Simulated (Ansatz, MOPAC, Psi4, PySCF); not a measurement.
Lewis adduct: AlH3 (SMILES [AlH3]) (first 4 atoms) with H2O (SMILES O); geometry from B3LYP-D3(BJ)/def2-TZVP, rigid monomers moved along the line of their centres of mass till Al1···O5 is 2.86 Å.
(charge 0, multiplicity 1):
```xyz
7

Al    -0.0213     0.2183     0.3257
H      0.6033    -0.9348    -0.5657
H     -1.6083     0.3857     0.3374
H      0.8687     1.5100     0.6192
O      0.1568    -0.8384     2.9794
H     -0.7082    -0.9400     3.3970
H      0.7049    -0.2937     3.5590
```

```json
[
 {"level": "PM6", "interaction energy (kcal/mol)": "-3.94", "minus CCSD(T)/CBS(aug-cc-pV(D+d)Z, aug-cc-pV(T+d)Z)": "6.92"},
 {"level": "HF/3-21G (no counterpoise)", "interaction energy (kcal/mol)": "-19.37", "minus CCSD(T)/CBS(aug-cc-pV(D+d)Z, aug-cc-pV(T+d)Z)": "-8.52"},
 {"level": "HF/aug-cc-pV(D+d)Z", "interaction energy (kcal/mol)": "-9.93", "minus CCSD(T)/CBS(aug-cc-pV(D+d)Z, aug-cc-pV(T+d)Z)": "0.93"},
 {"level": "r2SCAN/def2-TZVPPD", "interaction energy (kcal/mol)": "-11.32", "minus CCSD(T)/CBS(aug-cc-pV(D+d)Z, aug-cc-pV(T+d)Z)": "-0.46"},
 {"level": "B3LYP-D3(BJ)/def2-TZVPPD", "interaction energy (kcal/mol)": "-10.79", "minus CCSD(T)/CBS(aug-cc-pV(D+d)Z, aug-cc-pV(T+d)Z)": "0.07"},
 {"level": "B3LYP-D4/def2-TZVPPD", "interaction energy (kcal/mol)": "-10.68", "minus CCSD(T)/CBS(aug-cc-pV(D+d)Z, aug-cc-pV(T+d)Z)": "0.18"},
 {"level": "PBE0/def2-TZVPPD", "interaction energy (kcal/mol)": "-10.51", "minus CCSD(T)/CBS(aug-cc-pV(D+d)Z, aug-cc-pV(T+d)Z)": "0.34"},
 {"level": "PBE0-D4/def2-TZVPPD", "interaction energy (kcal/mol)": "-11.07", "minus CCSD(T)/CBS(aug-cc-pV(D+d)Z, aug-cc-pV(T+d)Z)": "-0.22"},
 {"level": "M06-2X/6-31G* (no counterpoise)", "interaction energy (kcal/mol)": "-15.23", "minus CCSD(T)/CBS(aug-cc-pV(D+d)Z, aug-cc-pV(T+d)Z)": "-4.37"},
 {"level": "MP2/aug-cc-pV(D+d)Z", "interaction energy (kcal/mol)": "-10.65", "minus CCSD(T)/CBS(aug-cc-pV(D+d)Z, aug-cc-pV(T+d)Z)": "0.21"},
 {"level": "SCS-MP2/aug-cc-pV(D+d)Z", "interaction energy (kcal/mol)": "-10.33", "minus CCSD(T)/CBS(aug-cc-pV(D+d)Z, aug-cc-pV(T+d)Z)": "0.53"},
 {"level": "CCSD(T)/aug-cc-pV(D+d)Z", "interaction energy (kcal/mol)": "-10.51", "minus CCSD(T)/CBS(aug-cc-pV(D+d)Z, aug-cc-pV(T+d)Z)": "0.35"},
 {"level": "CCSD(T)/CBS(aug-cc-pV(D+d)Z, aug-cc-pV(T+d)Z)", "interaction energy (kcal/mol)": "-10.86", "minus CCSD(T)/CBS(aug-cc-pV(D+d)Z, aug-cc-pV(T+d)Z)": "0.00"},
 {"level": "SAPT0/jun-cc-pV(D+d)Z", "interaction energy (kcal/mol)": "-11.10", "minus CCSD(T)/CBS(aug-cc-pV(D+d)Z, aug-cc-pV(T+d)Z)": "-0.25"}
]
```

 The comparison column counts from a level with limits of its own.

The rows run from -19.37 (HF/3-21G (no counterpoise)) to -3.94 kcal/mol (PM6). The dispersion term adds -0.56 in PBE0-D4.

Interaction energies are E(AB) − E(A) − E(B) at the monomers' geometry in the complex; basis-set methods are counterpoise corrected. Rows marked so take none.

Frozen-core correlation. CBS(a, b) extrapolates the correlation energy as X⁻³ and adds the Hartree–Fock energy of set b. Rows in 3-21G, 6-31G* carry no dispersion term and start afresh at each structure (6-31G* with six Cartesian d functions). The state that PM6 reach isn't checked.

Codes used: Ansatz (a program for electronic structure) with Gaussian orbitals; MOPAC for PM6 (differences of heats of formation); Psi4 for SAPT; PySCF for 3-21G rows, 6-31G* rows, the dispersion terms.
